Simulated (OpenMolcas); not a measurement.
## Run times for GaH2I (SMILES [H][Ga]([H])[I])

The species is GaH2I (4 atoms), meant as a singlet with charge 0. As SMILES, `[H][Ga]([H])[I]`. Geometry: a GFN2-xTB relaxation, a rough one for these elements and not checked as a minimum.

```csv
atom,x (Å),y (Å),z (Å)
Ga,0.1251,0.2098,0.0027
H,1.6764,0.1605,0.0111
H,-0.6509,1.5537,-0.0209
I,-1.1506,-1.9241,0.0071
```

Program: OpenMolcas 26.06. Hardware: 1 thread of Arm Neoverse V2, shared host, so times are rough. Two-electron integrals are exact unless an approximation is named.

(1) Estimate their order by wall time, quickest first.
A. gradient at PBE0/def2-SVP (core potential), grid UltraFine
B. gradient at MP2/def2-TZVPPD (core potential), 13 core orbitals frozen
C. gradient at HF/3-21G
D. gradient at r2SCAN/6-311G**, grid UltraFine

Results:

(1) C (3.3 s), A (11 s), D (33 s), B (98 s).
